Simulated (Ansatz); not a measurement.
Reactions of C₂H₆S₂Si (`C[SiH2]C(=S)S`).

Isolated molecules relaxed with PBE0-D4/def2-TZVP in Ansatz; ΔE leaves out vibrations. CCSD(T)/CBS adds triple-zeta CCSD(T) − MP2 to the extrapolated MP2 energy (def2 sets, frozen cores). This one scheme is used for every species. Functionals use def2-TZVPP. B3LYP here is the variant with VWN-RPA as its local correlation; programs differ in this. For Br, Ge, Se outer-core shells are correlated without core-valence functions, which leaves a few kJ/mol of doubt a bond. Scalar relativity is left out up to krypton. Each species was taken in one conformer, which may not be the lowest.

| reaction | CCSD(T)/CBS(def2) (eV) |
| --- | --- |
| `C[SiH2]C(=S)S` + `[OH][GeH3]` → `C[SiH2][O][GeH3]` + `S=CS` | -1.03 |
| `C[SiH2]C(=S)S` + `F[SiH2]Cl` → `C[SiH2][SiH](F)Cl` + `S=CS` | 0.16 |
| `C[SiH2]C(=S)S` + `O[SiH2]F` → `C[SiH2]O[SiH2]F` + `S=CS` | -1.05 |
| `C[SiH2]C(=S)S` + H₂ → `S=CS` + `C[SiH3]` | ? |
| `C[SiH2]C(=S)S` + `B[SeH]` → `B[Se][SiH2]C` + `S=CS` | -0.54 |
| `C[SiH2]C(=S)S` + HBr → `C[SiH2]Br` + `S=CS` | -0.94 |
| `C[SiH2]C(=S)S` + CH₃OH → `CO[SiH2]C` + `S=CS` | ? |

(1) Fill in the missing values. (Estimate.)

Largest T1 diagnostic: 0.018, for `S=CS`.

## Answers

(1) The calculation gave: `C[SiH2]C(=S)S` + H₂ → `S=CS` + `C[SiH3]`: -0.09 eV; `C[SiH2]C(=S)S` + CH₃OH → `CO[SiH2]C` + `S=CS`: -0.85 eV.
